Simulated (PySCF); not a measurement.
PySCF job for Si(H)(vinyl)(NH2)2 (C2H8N2Si), SMILES C=C[SiH](N)N, TDA-LC-ωPBE/def2-SVPD. The structure is a stationary point at r2SCAN-D4/def2-SVP. The values are those of a single conformer.

```python
import numpy as np
from pyscf import gto, scf, dft, tdscf

mol = gto.M(
    atom='''
    Si    0.38167289    0.33874331   -0.37535421
    N     1.23110826   -0.91501929   -1.20613542
    N     1.07749725    0.77008471    1.15216021
    C    -1.37888840   -0.29433542   -0.23177592
    C    -2.06407338   -0.24984611    0.92155435
    H     0.42977370    1.61852697   -1.14851154
    H     0.89878761   -1.87222175   -1.16425793
    H     2.23689508   -0.87808101   -1.33659983
    H     1.14979151    0.10664658    1.91736679
    H     1.02681891    1.72399480    1.49422299
    H    -1.88607289   -0.71187053   -1.11527453
    H    -3.09534874   -0.61282096    1.01637926
    H    -1.60653366    0.16305100    1.83078965
    ''',
    basis='def2-SVPD',
    charge=0,
    spin=0,
    max_memory=1600,
    verbose=4,
)
mf = dft.RKS(mol, xc='lc_wpbe').density_fit(auxbasis='def2-universal-jkfit')
mf.grids.level = 3
mf.conv_tol = 1e-9
mf.max_cycle = 100
mf.kernel()
mf.grids = dft.Grids(mol).set(level=1).build(with_non0tab=True)  # coarser grid for the response kernel
td = tdscf.TDA(mf)
td.singlet = True
td.nstates = 10
td.conv_tol = 1e-4
td.positive_eig_threshold = 1e-6
td.kernel(x0=td.get_init_guess(mf, 15))
td.analyze()
tt = tdscf.TDA(mf)
tt.singlet = False
tt.nstates = 4
tt.conv_tol = 1e-4
tt.positive_eig_threshold = 1e-6
tt.kernel(x0=tt.get_init_guess(mf, 9))
tt.analyze(verbose=3)
```

Program output:

```
PySCF version 2.14.0

[INPUT] verbose = 4
[INPUT] num. atoms = 13
[INPUT] num. electrons = 48
[INPUT] charge = 0
[INPUT] spin (= nelec alpha-beta = 2S) = 0
[INPUT] symmetry False subgroup None
[INPUT] Mole.unit = angstrom
[INPUT] Symbol           X                Y                Z      unit          X                Y                Z       unit  Magmom
[INPUT]  1 Si     0.381672890000   0.338743310000  -0.375354210000 AA    0.721257231271   0.640132082429  -0.709316656602 Bohr   0.0
[INPUT]  2 N      1.231108260000  -0.915019290000  -1.206135420000 AA    2.326457441090  -1.729135856794  -2.279265612937 Bohr   0.0
[INPUT]  3 N      1.077497250000   0.770084710000   1.152160210000 AA    2.036174702472   1.455249194615   2.177267248521 Bohr   0.0
[INPUT]  4 C     -1.378888400000  -0.294335420000  -0.231775920000 AA   -2.605721432340  -0.556213332559  -0.437993011069 Bohr   0.0
[INPUT]  5 C     -2.064073380000  -0.249846110000   0.921554350000 AA   -3.900533389205  -0.472140721188   1.741485330402 Bohr   0.0
[INPUT]  6 H      0.429773700000   1.618526970000  -1.148511540000 AA    0.812154588541   3.058572698522  -2.170372261502 Bohr   0.0
[INPUT]  7 H      0.898787610000  -1.872221750000  -1.164257930000 AA    1.698462427052  -3.537986351954  -2.200128626053 Bohr   0.0
[INPUT]  8 H      2.236895080000  -0.878081010000  -1.336599830000 AA    4.227119070587  -1.659332624081  -2.525807616840 Bohr   0.0
[INPUT]  9 H      1.149791510000   0.106646580000   1.917366790000 AA    2.172791054250   0.201532828322   3.623298113436 Bohr   0.0
[INPUT] 10 H      1.026818910000   1.723994800000   1.494222990000 AA    1.940406519424   3.257878012174   2.823672220129 Bohr   0.0
[INPUT] 11 H     -1.886072890000  -0.711870530000  -1.115274530000 AA   -3.564161213067  -1.345240337849  -2.107563415403 Bohr   0.0
[INPUT] 12 H     -3.095348740000  -0.612820960000   1.016379260000 AA   -5.849361378618  -1.158063777793   1.920678440088 Bohr   0.0
[INPUT] 13 H     -1.606533660000   0.163051000000   1.830789650000 AA   -3.035908627295   0.308121734336   3.459691030188 Bohr   0.0

nuclear repulsion = 228.667305115549
number of shells = 74
number of NR pGTOs = 242
number of NR cGTOs = 168
basis = def2-SVPD
ecp = {}


******** <class 'pyscf.df.df_jk.DFRKS'> ********
method = DFRKS
initial guess = minao
damping factor = 0
level_shift factor = 0
DIIS = <class 'pyscf.scf.diis.CDIIS'>
diis_start_cycle = 1
diis_space = 8
diis_damp = 0
SCF conv_tol = 1e-09
SCF conv_tol_grad = None
SCF max_cycles = 100
direct_scf = False
XC library pyscf.dft.libxc version 7.1.2
    S. Lehtola, C. Steigemann, M. J. T. Oliveira, and M. A. L. Marques,  SoftwareX 7, 1–5 (2018)
XC functionals = lc_wpbe
    O. A. Vydrov and G. E. Scuseria,  J. Chem. Phys. 125, 234109 (2006)
radial grids:
    Treutler-Ahlrichs [JCP 102, 346 (1995); DOI:10.1063/1.469408] (M4) radial grids

becke partition: Becke, JCP 88, 2547 (1988); DOI:10.1063/1.454033
pruning grids: <function nwchem_prune>
grids dens level: 3
symmetrized grids: False
atomic radii adjust function: <function treutler_atomic_radii_adjust>
small_rho_cutoff = 0
Set gradient conv threshold to 3.16228e-05
Initial guess from minao.
tot grids = 153688
Create RSH-DF object <pyscf.df.df.DF object> for omega=0.4
******** <class 'pyscf.df.df.DF'> ********
auxbasis = auxmol.basis = def2-universal-jkfit
init E= -479.921867143319
  HOMO = -0.309529507546147  LUMO = -0.0445787811559035  gap/eV = 7.20968
cycle= 1 E= -479.583598454684  delta_E= 0.338  |g|= 0.462  |ddm|= 4.65
  HOMO = -0.302436177016402  LUMO = 0.0772383432265333  gap/eV = 10.33147
cycle= 2 E= -479.610946484813  delta_E= -0.0273  |g|= 0.36  |ddm|=  1.2
  HOMO = -0.369586970472879  LUMO = 0.0688084177073982  gap/eV = 11.92935
cycle= 3 E= -479.637692047823  delta_E= -0.0267  |g|= 0.0428  |ddm|= 0.418
  HOMO = -0.362926355523213  LUMO = 0.0684945186789476  gap/eV = 11.73956
cycle= 4 E= -479.638292613387  delta_E= -0.000601  |g|= 0.0117  |ddm|= 0.138
  HOMO = -0.363165844437454  LUMO = 0.070600017843605  gap/eV = 11.80337
cycle= 5 E= -479.638338115385  delta_E= -4.55e-05  |g|= 0.00308  |ddm|= 0.045
  HOMO = -0.363347670914122  LUMO = 0.0700293804635481  gap/eV = 11.79279
cycle= 6 E= -479.638341392664  delta_E= -3.28e-06  |g|= 0.000703  |ddm|= 0.0151
  HOMO = -0.363386858357621  LUMO = 0.0700813433232423  gap/eV = 11.79527
cycle= 7 E= -479.638342076424  delta_E= -6.84e-07  |g|= 0.000229  |ddm|= 0.0063
  HOMO = -0.363389963001267  LUMO = 0.0700875852771432  gap/eV = 11.79552
cycle= 8 E= -479.638341687731  delta_E= 3.89e-07  |g|= 0.000133  |ddm|= 0.00164
  HOMO = -0.363393230533632  LUMO = 0.0700832115857124  gap/eV = 11.79549
cycle= 9 E= -479.638341685957  delta_E= 1.77e-09  |g|= 2.13e-05  |ddm|= 0.000852
  HOMO = -0.363394687117072  LUMO = 0.0700830272179633  gap/eV = 11.79553
cycle= 10 E= -479.638341686316  delta_E= -3.58e-10  |g|= 7.15e-06  |ddm|= 0.000169
  HOMO = -0.36339461762224  LUMO = 0.0700831138900089  gap/eV = 11.79553
Extra cycle  E= -479.638341686352  delta_E= -3.65e-11  |g|= 3.37e-06  |ddm|= 3.62e-05
converged SCF energy = -479.638341686352
tot grids = 46792
Overwritten attributes  positive_eig_threshold  of <class 'pyscf.tdscf.rks.TDA'>


******** <class 'pyscf.tdscf.rks.TDA'> for <class 'pyscf.df.df_jk.DFRKS'> ********
nstates = 10 singlet
deg_eia_thresh = 1.000e-03
wfnsym = None
conv_tol = 0.0001
eigh lindep = 1e-12
eigh level_shift = 0
eigh max_cycle = 100


Excitation energies (eV)
[6.52320392 7.1242752  7.27572041 7.78383847 7.95668822 8.11631408
 8.23001954 8.56464367 8.70689893 8.79356363]

** Singlet excitation energies and oscillator strengths **
Excited State   1:      6.52320 eV    190.07 nm  f=0.0065
      21 -> 25       -0.31800
      21 -> 26        0.15069
      23 -> 25       -0.15995
      24 -> 25       -0.54696
Excited State   2:      7.12428 eV    174.03 nm  f=0.0328
      21 -> 25       -0.24916
      23 -> 25       -0.28761
      23 -> 26        0.11465
      23 -> 27       -0.19320
      24 -> 25        0.27479
      24 -> 26        0.36008
      24 -> 27        0.17159
      24 -> 28        0.10409
Excited State   3:      7.27572 eV    170.41 nm  f=0.0409
      23 -> 25        0.39390
      23 -> 26        0.26564
      23 -> 28        0.11894
      24 -> 26        0.29726
      24 -> 27       -0.24435
      24 -> 28        0.19412
      24 -> 29        0.11214
      24 -> 30       -0.10556
Excited State   4:      7.78384 eV    159.28 nm  f=0.5366
      22 -> 25        0.63367
      22 -> 26       -0.12323
      23 -> 25       -0.11438
Excited State   5:      7.95669 eV    155.82 nm  f=0.0374
      20 -> 25       -0.13279
      21 -> 25       -0.42561
      21 -> 26        0.17105
      23 -> 25        0.11205
      23 -> 27        0.14827
      24 -> 25        0.27502
      24 -> 26       -0.27948
Excited State   6:      8.11631 eV    152.76 nm  f=0.0201
      21 -> 25       -0.10078
      22 -> 26       -0.14690
      23 -> 25        0.40410
      23 -> 26       -0.25440
      23 -> 27       -0.15466
      24 -> 26        0.11463
      24 -> 27        0.34681
      24 -> 29       -0.11587
Excited State   7:      8.23002 eV    150.65 nm  f=0.0705
      22 -> 26       -0.55303
      22 -> 27        0.13802
      22 -> 28        0.28837
Excited State   8:      8.56464 eV    144.76 nm  f=0.0394
      23 -> 31       -0.14805
      23 -> 34        0.14024
      24 -> 27        0.13833
      24 -> 29        0.40725
      24 -> 30        0.27887
      24 -> 32       -0.11434
      24 -> 33        0.12525
      24 -> 35       -0.21568
Excited State   9:      8.70690 eV    142.40 nm  f=0.0099
      23 -> 26       -0.19950
      23 -> 29        0.20329
      23 -> 30        0.20922
      23 -> 33        0.16424
      23 -> 35       -0.11270
      24 -> 26        0.12565
      24 -> 27       -0.17928
      24 -> 29        0.26109
      24 -> 30       -0.11543
      24 -> 31       -0.25738
      24 -> 32       -0.13730
      24 -> 33       -0.15163
      24 -> 34        0.10283
Excited State  10:      8.79356 eV    140.99 nm  f=0.0125
      18 -> 25       -0.12776
      19 -> 25       -0.33132
      19 -> 26        0.14120
      20 -> 25       -0.21963
      23 -> 26       -0.14950
      23 -> 27       -0.15198
      23 -> 28       -0.10970
      23 -> 30       -0.14033
      24 -> 27       -0.11865
      24 -> 28        0.21020
      24 -> 33        0.11918
      24 -> 34       -0.19229

** Transition electric dipole moments (AU) **
state          X           Y           Z        Dip. S.      Osc.
  1        -0.0120     -0.1840     -0.0807      0.0405      0.0065
  2        -0.1621     -0.0211      0.4013      0.1877      0.0328
  3        -0.4404      0.0265     -0.1870      0.2296      0.0409
  4         1.2584      0.0523     -1.1080      2.8140      0.5366
  5         0.2814      0.1185     -0.3144      0.1921      0.0374
  6         0.2765     -0.1462     -0.0579      0.1012      0.0201
  7        -0.0412      0.4820     -0.3402      0.3497      0.0705
  8        -0.0182      0.2795     -0.3305      0.1877      0.0394
  9         0.0039      0.2064     -0.0622      0.0465      0.0099
 10         0.0416      0.1947      0.1356      0.0581      0.0125

** Transition velocity dipole moments (imaginary part, AU) **
state          X           Y           Z        Dip. S.      Osc.
  1         0.0005      0.0022     -0.0483      0.0023      0.0065
  2        -0.0561      0.0124      0.1149      0.0165      0.0420
  3        -0.1379      0.0026     -0.0494      0.0215      0.0535
  4         0.2471      0.0186     -0.1045      0.0723      0.1686
  5         0.0521      0.0415     -0.0577      0.0078      0.0177
  6         0.0485     -0.0172      0.0195      0.0030      0.0068
  7        -0.0343      0.1424     -0.0658      0.0258      0.0568
  8        -0.0128      0.0758     -0.0786      0.0121      0.0256
  9         0.0256      0.0464      0.0027      0.0028      0.0059
 10         0.0226      0.0314      0.0288      0.0023      0.0048

** Transition magnetic dipole moments (imaginary part, AU) **
state          X           Y           Z
  1        -0.2308     -0.2734      0.6219
  2         0.2229      1.0127      0.3511
  3        -0.5490      0.2648     -0.3185
  4        -0.2424      0.7066     -0.1757
  5        -0.7528     -0.0907      0.6916
  6         0.1393      0.3020      0.0349
  7         0.1530      0.4395      0.9516
  8         0.5197     -0.0101     -0.1589
  9        -0.3518     -0.2634     -0.0888
 10        -0.9851     -0.1642      0.0025


******** <class 'pyscf.tdscf.rks.TDA'> for <class 'pyscf.df.df_jk.DFRKS'> ********
nstates = 4 triplet
deg_eia_thresh = 1.000e-03
wfnsym = None
conv_tol = 0.0001
eigh lindep = 1e-12
eigh level_shift = 0
eigh max_cycle = 100


Excitation energies (eV)
[4.04379994 5.93084738 6.62981714 6.79831184]

** Triplet excitation energies and oscillator strengths **
Excited State   1:      4.04380 eV    306.60 nm  f=0.0000
Excited State   2:      5.93085 eV    209.05 nm  f=0.0000
Excited State   3:      6.62982 eV    187.01 nm  f=0.0000
Excited State   4:      6.79831 eV    182.37 nm  f=0.0000
```

The calculation finished and met its thresholds.

Cost: around 4 core-minutes (rough).
